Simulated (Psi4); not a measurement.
CH₄N, charge -1, singlet, geometry from GFN2-xTB (a gas-phase anion, which may not be bound at this level); MP2/6-31G* (Psi4).

The Psi4 input:
```
memory 2 GB

molecule mol {
-1 1
C    -0.081984    0.828586   -0.006812
N     0.046891   -0.731902    0.006198
H    -0.498121   -1.028548    0.823905
H    -0.509639   -1.043023   -0.798264
H     0.592027    1.119620    0.875268
H     0.579398    1.103748   -0.903426
}

set {
  basis 6-31g*
  reference rhf
}

energy('mp2')
print_variables()
```

Output, abridged:

```
    SCF Algorithm Type (re)set to DF.

   => Loading Basis Set <=

    Name: 6-31G*
    Role: ORBITAL
    Keyword: BASIS

         ---------------------------------------------------------
                                   SCF
               by Justin Turney, Rob Parrish, Andy Simmonett
                          and Daniel G. A. Smith
                              RHF Reference
         ---------------------------------------------------------

  ==> Geometry <==

    Molecular point group: c1
    Full point group: C1

    Geometry (in Angstrom), charge = -1, multiplicity = 1:

       Center              X                  Y                   Z               Mass
    ------------   -----------------  -----------------  -----------------  -----------------
         C           -0.076582050479     0.833675536838    -0.006895582800    12.000000000000
         N            0.052292949521    -0.726812463162     0.006114417200    14.003074004430
         H           -0.492719050479    -1.023458463162     0.823821417200     1.007825032230
         H           -0.504237050479    -1.037933463162    -0.798347582800     1.007825032230
         H            0.597428949521     1.124709536838     0.875184417200     1.007825032230
         H            0.584799949521     1.108837536838    -0.903509582800     1.007825032230

  Running in c1 symmetry.

  Rotational constants: A =      4.03782  B =      0.77656  C =      0.72120 [cm^-1]
  Rotational constants: A = 121050.68288  B =  23280.54075  C =  21620.88971 [MHz]
  Nuclear repulsion =   34.924186663582702

  Charge       = -1
  Multiplicity = 1
  Electrons    = 18
  Nalpha       = 9
  Nbeta        = 9

  ==> Algorithm <==

  SCF Algorithm Type is DF.
  DIIS enabled.
  MOM disabled.
  Fractional occupation disabled.
  Guess Type is SAD.
  Energy threshold   = 1.00e-08
  Density threshold  = 1.00e-08
  Integral threshold = 1.00e-12

  ==> Primary Basis <==

  Basis Set: 6-31G*
    Blend: 6-31G*
    Number of shells: 20
    Number of basis functions: 38
    Number of Cartesian functions: 38
    Spherical Harmonics?: false
    Max angular momentum: 2

   => Loading Basis Set <=

    Name: (6-31G* AUX)
    Role: JKFIT
    Keyword: DF_BASIS_SCF

  ==> Integral Setup <==

  SCF_SUBTYPE=INCORE selected. In-core MEM_DF algorithm will be used.
  Using in-core AOs.

  ==> MemDFJK: Density-Fitted J/K Matrices <==

    J tasked:                   Yes
    K tasked:                   Yes
    wK tasked:                   No
[...]
  @DF-RHF Final Energy:   -94.47863549020973
    Total Energy =                        -94.4786354902097258
[...]

  //>>>>>>>>>>>>>>>>>>>>>>>>>>>>>>>>>>>//
  //               DFMP2               //
  //<<<<<<<<<<<<<<<<<<<<<<<<<<<<<<<<<<<//

   => Loading Basis Set <=

    Name: (6-31G* AUX)
    Role: RIFIT
    Keyword: DF_BASIS_MP2

	 --------------------------------------------------------
	                          DF-MP2
	      2nd-Order Density-Fitted Moller-Plesset Theory

	        Rob Parrish, Justin Turney, Andy Simmonett,
	           Ed Hohenstein, and C. David Sherrill
	 --------------------------------------------------------

   => Auxiliary Basis Set <=

  Basis Set: (6-31G* AUX)
    Blend: CC-PVDZ-RI
    Number of shells: 60
    Number of basis functions: 168
    Number of Cartesian functions: 192
    Spherical Harmonics?: true
    Max angular momentum: 3

	 --------------------------------------------------------
	                 NBF =    38, NAUX =   168
	 --------------------------------------------------------
	   CLASS    FOCC     OCC    AOCC    AVIR     VIR    FVIR
	   PAIRS       0       9       9      29      29       0
	 --------------------------------------------------------

	-----------------------------------------------------------
	 ==================> DF-MP2 Energies <====================
	-----------------------------------------------------------
	 Reference Energy          =     -94.4786354902097258 [Eh]
	 Singles Energy            =      -0.0000000000000000 [Eh]
	 Same-Spin Energy          =      -0.0718009958982871 [Eh]
	 Opposite-Spin Energy      =      -0.2355117569953568 [Eh]
	 Correlation Energy        =      -0.3073127528936438 [Eh]
	 Total Energy              =     -94.7859482431033626 [Eh]
	-----------------------------------------------------------
	 ================> DF-SCS-MP2 Energies <==================
	-----------------------------------------------------------
	 SCS Same-Spin Scale       =       0.3333333333333333 [-]
	 SCS Opposite-Spin Scale   =       1.2000000000000000 [-]
	 SCS Same-Spin Energy      =      -0.0239336652994290 [Eh]
	 SCS Opposite-Spin Energy  =      -0.2826141083944281 [Eh]
	 SCS Correlation Energy    =      -0.3065477736938571 [Eh]
	 SCS Total Energy          =     -94.7851832639035763 [Eh]
	-----------------------------------------------------------

  Variable Map:
  ----------------------------------------------------------------------------
[...]
  Array Variable Map:
  ----------------------------------------------------------------------------
[...]
[...]
```
